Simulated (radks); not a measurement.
Species: La2+. Configuration: [Kr] 4d10 5s2 5p5.75 5d1 6d0.25 (fractional occupations, a model configuration).

All-electron calculation, Dirac Kohn-Sham, OLYP, spin-unpolarised, spherical densities, finite nucleus; open shells are shared between the two j in proportion to 2j + 1; Fermi nuclear charge, rms radius 4.855 fm. Program: a radial shooting solver on a logarithmic mesh with Libxc functionals.

Energy parts (eV):
total: -231280.84
kinetic: 247484.49
electron-nucleus: -561831.07
Hartree: 88692.95
exchange-correlation: -5627.21

Orbitals (lengths in bohr, moments of r in powers of bohr; <r^-3> diverges for s and p1/2; r(90%) holds 90 % of the orbital's charge):
orbital     occ.  eigenvalue (eV)      <r^4>  r(90%)  <r^-3>  small-component weight
1s1/2          2        -38727.50  1.919e-06  0.0452       -                4.44e-02
2s1/2          2        -6180.134  0.0003177   0.166       -                9.62e-03
2p1/2          2        -5830.235  0.0002004   0.148       -                9.65e-03
2p3/2          4        -5417.214  0.0002479   0.156    6681                9.09e-03
3s1/2          2        -1334.509    0.01306   0.419       -                2.93e-03
3p1/2          2        -1186.967    0.01221   0.413       -                2.87e-03
3p3/2          4        -1106.368    0.01434   0.429    1337                2.72e-03
3d3/2          4        -848.1328    0.01109   0.403   218.5                2.60e-03
3d5/2          6        -830.8569    0.01166   0.408   199.5                2.55e-03
4s1/2          2        -281.5276     0.3380   0.939       -                8.97e-04
4p1/2          2        -227.1672     0.3987   0.980       -                8.33e-04
4p3/2          4        -209.9906     0.4657    1.02   286.0                7.83e-04
4d3/2          4        -120.8339     0.7305    1.14   38.61                6.43e-04
4d5/2          6        -117.8415     0.7678    1.16   34.93                6.30e-04
5s1/2          2         -53.2931      10.44    2.21       -                2.02e-04
5p1/2    1.91667         -38.3688      16.72    2.49       -                1.64e-04
5p3/2    3.83333         -35.7732      19.74    2.59   43.04                1.52e-04
5d3/2        0.4         -15.9928      89.16    3.82   3.415                7.93e-05
5d5/2        0.6         -15.7321      94.18    3.88   3.073                7.72e-05
6s1/2          0         -14.3610      349.2    5.32       -                3.86e-05
6p1/2          0         -11.0999      630.9    6.16       -                2.91e-05
6p3/2          0         -10.7220      708.9    6.34   6.369                2.78e-05
6d3/2        0.1          -6.4210       3007    9.21  0.6776                1.88e-05
6d5/2       0.15          -6.3687       3115    9.29  0.6220                1.86e-05

The highest occupied level is 6d5/2 at -6.369 eV. The configuration is held as typed, so some empty levels lie below it. The electron density at the nucleus is 3.517e+05 e/bohr^3.

Run on one thread of a shared host, so times are rough (Arm Neoverse N1): 0.22 s of CPU time, 0.22 s wall, 14 iterations on 2299 mesh points.
